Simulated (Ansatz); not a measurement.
System: BH2S2, charge 0, doublet. BH2S2 (SMILES [S]BS, doublet).
B3LYP-D3(BJ)/def2-TZVP minimum from Ansatz (an electronic-structure program):
```xyz
5

B     -0.4573    -0.3287     0.3197
H     -1.3685    -0.8914     0.8466
S      1.1324    -0.6660     0.9761
S     -0.7723     0.7852    -1.0611
H     -2.1059     0.6280    -1.0860
```
Charge 0, spin multiplicity 2.

Quantity: atomisation energy (electronic, to ground-state atoms), in kJ/mol. Radicals and triplets start from unrestricted determinants; spin-orbit coupling is neglected. CBS(X,Y): correlation extrapolated as X^-3, Hartree-Fock from the larger set. A bracket is a step between two methods taken in the basis named. The functionals are non-relativistic, so their misses hold any scalar relativity. Double hybrids freeze cores in their MP2 part. 'core' is core correlation in cc-pwCVTZ (1s frozen past Ne), 'X2C' scalar relativity in cc-pVTZ-DK, both at CCSD(T). Where a partner has so few electrons that a lower coupled-cluster level is exact, that level stands in.

CCSD(T)/CBS(cc-pV(T+d)Z,cc-pV(Q+d)Z) + [CCSDT(Q) - CCSD(T)]/cc-pV(D+d)Z + core + X2C (Ansatz) gives 1557.3 kJ/mol.

Q: What does PBE/def2-TZVPD (Ansatz) give here, and how do the other levels compare?

A: PBE gives 1602.5 kJ/mol, 45.2 kJ/mol above it. Differences of the others: r2SCAN/def2-TZVPD (Ansatz) 37.4; B3LYP/def2-TZVPD (Ansatz) -10.2; PBE0/def2-TZVPD (Ansatz) 16.2; wB97M-V/def2-TZVPD (Ansatz) 17.8; B2PLYP/def2-TZVPD (Ansatz) -21.4; CCSD(T)/CBS(cc-pV(T+d)Z,cc-pV(Q+d)Z) + core + X2C (Ansatz) -2.7 kJ/mol. Nearer than PBE: r2SCAN/def2-TZVPD, B3LYP/def2-TZVPD, PBE0/def2-TZVPD, wB97M-V/def2-TZVPD, B2PLYP/def2-TZVPD, CCSD(T)/CBS(cc-pV(T+d)Z,cc-pV(Q+d)Z) + core + X2C.
